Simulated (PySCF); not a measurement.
**Static response to an electric field**

Species: C₄H₃ClO₂Si.
Numbering: `[O:1]=[C:2]1[CH:3]=[C:4]([Cl:5])[C:6](=[O:7])[SiH2:8]1` (hydrogens: H9 on C3; H10, H11 on Si8)

Geometry (GFN2-xTB, Å), atoms numbered from 1 in this order:
```
atom  x, y, z in Å
O1    -0.7297    2.4698   -0.3856
C2    -0.3854    1.3188   -0.2381
C3     1.0139    0.9185   -0.0007
C4     1.2449   -0.3809    0.2589
Cl5    2.7904   -1.0388    0.5563
C6     0.0684   -1.3000    0.2835
O7     0.1390   -2.4607    0.5995
Si8   -1.4796   -0.2709   -0.2426
H9     1.7927    1.6657   -0.0377
H10   -2.5319   -0.2800    0.7644
H11   -1.9173   -0.6387   -1.5840
```

Level: wB97X-D/def2-SVPD (PySCF), static field, nuclei fixed, core orbitals frozen in the response. The polarisability tensor in these axes (au):

```
x   106.97 -12.35   9.16
y   -12.35 109.39 -10.07
z     9.16 -10.07  62.40
```

Q: What are the eigenvalues, a third of the trace, and Δα (Δα² = ½Σ(αi − αj)² over the three pairs)?

A: Principal values 59.37, 95.77 and 123.61 au; mean 92.92 au = 13.77 Å³ = 15.32 × 10⁻⁴⁰ C²·m²/J; Δα = 55.80 au (60 % of the mean).

Q: What is the dipole moment, and where does it point?

A: (-0.15, 0.23, -0.48) D, 0.56 D in size, pointing from the negative to the positive side. Measured along this direction, the outermost atoms are Cl5 and O7 at the negative end and H11 and O1 at the positive end.

Q: Find the Langevin capture rate constant for H3+ (3.023 u) meeting this molecule (145.959 u), k = 2.342 × 10⁻⁹ cm³/s × √(α in Å³ / reduced mass in u).

A: The reduced mass is 2.96 u, so k = 5.05 × 10⁻⁹ cm³/s. The formula leaves out the permanent dipole, which adds to the capture rate.

Q: In TDDFT the mean static polarisability is Σ f/ω² over all singlet excitations (ω in hartree). How much of it do the 8 lowest give? Their energies (eV) and oscillator strengths: 2.50, 0.0005; 3.16, 0.0000; 4.45, 0.0003; 5.01, 0.2342; 5.15, 0.0054; 5.69, 0.0004; 6.12, 0.0047; 6.30, 0.1841.

A: They add up to 10.67 au, 11.5 % of the 92.92 au; the largest single term is 6.91 au, from the state at 5.01 eV. Terms in order: 0.06, 0.00, 0.01, 6.91, 0.15, 0.01, 0.09, 3.44 au. Higher excitations give the rest. The strengths listed sum to 0.430.

Q: What would n − 1 = 2πNα be for an ideal gas of these molecules at 400 K and 1 atm, electronic part alone?

A: N = p/kT = 1.8347 × 10¹⁹ cm⁻³, so n − 1 = 2π × N × 13.77 × 10⁻²⁴ cm³ = 1587 × 10⁻⁶ at long wavelengths, for an ideal gas.

Q: Give the principal axes and the span of the nuclei along them.

A: Largest value along (-0.66, 0.72, -0.22), where the nuclei span 5.05 Å; middle along (0.74, 0.67, 0.00), 4.51 Å; least along (-0.15, 0.16, 0.98), 2.44 Å. The response follows the extents in order.

Q: Orientational against electronic polarisability at 250 K (dilute gas, rigid molecules)?

A: In Gaussian units μ²/3kT = 2.98 Å³ against 13.77 Å³, a ratio of 0.22; the Debye molar polarisation (4π/3)N_A(α + μ²/3kT) is 42.3 cm³/mol, leaving out the vibrational part.

Geometry: GFN2-xTB; no solvent, vibrations or thermal averaging.
